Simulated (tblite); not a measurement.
Species: C₆H₉N₂ (doublet state).
Z-matrix (Å and degrees, GFN2-xTB geometry), rows numbered from 1:
```
N 
C   1  1.3775
C   2  1.5419  1  111.90
C   3  1.5475  2  103.90  1   116.07
C   4  1.5030  3  103.47  2    64.20
N   5  1.2698  4  111.59  3   -70.21
C   6  1.4365  5  105.73  4    -1.54
C   7  1.5286  2   99.55  1   -79.79
H   1  1.0171  2  111.98  3   169.05
H   2  1.1032  1  114.92  3  -130.88
H   3  1.0892  2  112.19  1  -122.41
H   3  1.0883  2  108.52  1    -1.33
H   4  1.0858  3  115.25  2  -166.42
H   5  1.0764  4  126.09  3   105.47
H   7  1.0853  2  112.76  1    48.45
H   8  1.0864  4  113.93  3   -56.00
H   8  1.0902  4  113.35  3   175.92
```

Computed geometry: GFN2-xTB, gas phase. This method treats the open shell by occupation alone, without spin polarisation.

Masses are those of the commonest isotopes; rigid-rotor values at the optimised geometry. The values belong to one conformer with, in the numbering `[NH:1][C@H:2]1[CH2:3][C@@H:4]2[CH:5]=[N:6][C@H:7]1[CH2:8]2`, H–N1–C2–C3 169°.

(1) Give the principal moments of inertia and the rotational constants in MHz.

(2) What kind of rotor is it?

(3) What does the inertial defect say?

(4) Give the coordinates in the principal-axis frame, origin at the centre of mass.

(5) Estimate the classical rotational partition function at 10 K, 200 K and 500 K.

Results:

(1) Ia = 130.04, Ib = 226.95, Ic = 249.68 u·Å²; 505379 MHz·u·Å²/I gives A = 3886, B = 2227, C = 2024 MHz.

(2) An asymmetric top: κ = (2 × 2227 − 3886 − 2024)/(3886 − 2024) = -0.78.

(3) Not planar: Δ = Ic − Ia − Ib = -107.31 u·Å². For a rigid frame Δ = −2 Σ m c², so Σ m c² = 53.65 u·Å² lies off the ab plane: 14.74 from hydrogen and 38.92 from heavier atoms. The atom farthest from that plane is 2.06 Å away.

(4) The sense of each axis is arbitrary; atoms in the order of the calculation.
```tsv
atom	mass (u)	a (Å)	b (Å)	c (Å)
N1	14.003	2.297	-0.143	-0.060
C2	12.000	1.067	-0.140	0.560
C3	12.000	0.403	1.251	0.513
C4	12.000	-0.869	1.027	-0.340
C5	12.000	-1.683	0.075	0.490
N6	14.003	-1.160	-1.082	0.523
C7	12.000	0.011	-1.003	-0.304
C8	12.000	-0.342	0.028	-1.376
H9	1.008	2.813	-1.001	0.122
H10	1.008	1.052	-0.594	1.566
H11	1.008	0.172	1.631	1.507
H12	1.008	1.079	1.940	0.010
H13	1.008	-1.360	1.931	-0.686
H14	1.008	-2.563	0.322	1.060
H15	1.008	0.401	-1.974	-0.595
H16	1.008	0.529	0.379	-1.924
H17	1.008	-1.112	-0.333	-2.059
```

(5) Point group C1, symmetry number σ = 1; q = (√π/σ)·√((kT/h)³/(ABC)), k/h = 20836.6 MHz/K: 1270 at 10 K, 114000 at 200 K, 450000 at 500 K.

For this open shell read J as N, the rotation without spin; fine and hyperfine splittings come on top. Its GFN2-xTB frequencies are all real (lowest 159 cm⁻¹). Constants of a rigid frame at the computed geometry: no zero-point averaging, no centrifugal distortion.
